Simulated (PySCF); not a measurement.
Bonds (- single, = double, # triple, : aromatic): C1-O2, O2-Si3, Si3-C4, C4=C5, C5-Si6, Si6-Cl7. C1 carries H8, H9, H10; Si3 carries H11, H12; C4 carries H13; C5 carries H14; Si6 carries H15, H16. Stereochemistry as in CO[SiH2]/C=C\[SiH2]Cl.

No solvent, non-relativistic, one computed conformer, one averaged value for each set of equivalent atoms. GIAO PBE0/pcSseg-1 shieldings; GFN2-xTB structure; PySCF 2.14.0 with density-fitted response routines.

δ = σ(ref) − σ, references computed at the same level: TMS for $^{13}$C (186.93 ppm) and $^{1}$H (31.72 ppm) and $^{29}$Si (349.16 ppm); $^{17}$O (336.08 ppm) against H2O; $^{35}$Cl (949.78 ppm) vs HCl.

| atoms | nucleus | count | δ (ppm) |
| --- | --- | --- | --- |
| O2 | $^{17}$O | 1 | -4.7 |
| C1 | $^{13}$C | 1 | ? |
| H13 | $^{1}$H | 1 | 6.75 |
| Si6 | $^{29}$Si | 1 | -37.4 |
| H8/H9/H10 | $^{1}$H | 3 | ? |
| Si3 | $^{29}$Si | 1 | -25.1 |
| H14 | $^{1}$H | 1 | ? |
| H11/H12 | $^{1}$H | 2 | ? |
| C4 | $^{13}$C | 1 | 152.0 |
| H15/H16 | $^{1}$H | 2 | 5.47 |
| C5 | $^{13}$C | 1 | 162.6 |
| Cl7 | $^{35}$Cl | 1 | -24 |

Complete the table.

Results:


- C1: 51.3 ppm, methyl carbon bonded to O; the inductive effect lowers its shielding
- H14: 7.34 ppm, hydrogen on an alkene CH; olefinic region
- H11/H12: 5.18 ppm, hydrogen on a silicon bonded to C, O
- H8/H9/H10: 3.76 ppm, hydrogen on a methyl carbon bonded to O; its carbon carries O, which withdraws density

Shifts are as computed. Against solution values, carbons near 30 ppm lie about +3 ppm off and those near 130 ppm about +5 ppm. Of 1211 compounds with measured shifts, 218 miss one by over three times the rms of a fit or turn the order of signals round; such compounds aren't used in these exercises. Experimental scales use liquid or dissolved standards, which lie at an offset from isolated H2O (liquid H2O: subtract about 36 ppm).
